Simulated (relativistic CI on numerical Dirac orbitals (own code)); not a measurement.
Calculated at this level of theory: Dirac-Coulomb-Breit CI, separate exchange-only KLI orbitals for each configuration, a model potential for QED, unscaled Slater integrals (own radial code, finite nucleus).

Configurations in the expansion (outside the closed core 1s2): 2s2 2p6, 2s2 2p5 3s, 2s2 2p5 3p, 2s2 2p5 3d, 2s 2p6 3s, 2s 2p6 3p, 2s 2p6 3d, 2s2 2p5 4s, 2s2 2p5 4p, 2s2 2p5 4d, 2s2 2p5 4f, 2s 2p6 4s, 2s 2p6 4p, 2s2 2p4 3s2, 2s2 2p5 5s, 2s2 2p5 5p, 2s 2p6 4d, 2s 2p6 4f, 2s2 2p5 5d, 2s2 2p5 5f, 2s2 2p5 5g, 2s2 2p4 3s 3p, 2s2 2p4 3p2, 2s2 2p4 3s 3d, 2s2 2p4 3p 3d, 2s 2p5 3s2, 2s 2p5 3s 3p, 2s2 2p4 3d2, 2s 2p6 5s, 2s 2p6 5p, 2s 2p6 5d, 2s 2p5 3p2, 2s 2p6 5f, 2s 2p6 5g, 2s 2p5 3s 3d, 2s 2p5 3p 3d. Levels of other configurations are missing.

At this charge energies of transitions that change n are usually good to better than 1 %, and those within a shell (Δn = 0) to a few per cent.

Outline of the computed level scheme of As XXIV. Lowest level of each configuration: 2s2 2p6 1S_0 at 0.00 eV; 2s2 2p5 3s 3P°_2 at 1332.89 eV; 2s2 2p5 3p 3S_1 at 1377.76 eV; 2s2 2p5 3d 3P°_0 at 1445.53 eV; 2s 2p6 3s 3S_1 at 1536.82 eV; 2s 2p6 3p 3P°_0 at 1583.80 eV; 2s 2p6 3d 3D_1 at 1651.81 eV; 2s2 2p5 4s 3P°_2 at 1804.62 eV; 2s2 2p5 4p 3S_1 at 1823.26 eV.

Some strong electric-dipole decays among the lowest 45 levels: 2s2 2p5 3d 1P°_1 → 2s2 2p6 1S_0 (6.8e+13 s⁻¹); 2s2 2p5 3d 3D°_1 → 2s2 2p6 1S_0 (4.0e+13 s⁻¹); 2s 2p6 3p 1P°_1 → 2s2 2p6 1S_0 (1.1e+13 s⁻¹); 2s2 2p5 3s 1P°_1 → 2s2 2p6 1S_0 (3.6e+12 s⁻¹); 2s 2p6 3p 3P°_1 → 2s2 2p6 1S_0 (2.8e+12 s⁻¹); 2s2 2p5 3s 3P°_1 → 2s2 2p6 1S_0 (2.5e+12 s⁻¹); 2s2 2p5 4s 1P°_1 → 2s2 2p6 1S_0 (1.2e+12 s⁻¹); 2s2 2p5 4p 3S_1 → 2s2 2p5 3s 3P°_2 (1.0e+12 s⁻¹).

LS names give the leading component of a level, which can be under half, so a name can repeat, a term be missing and a line seem to break the LS rules.
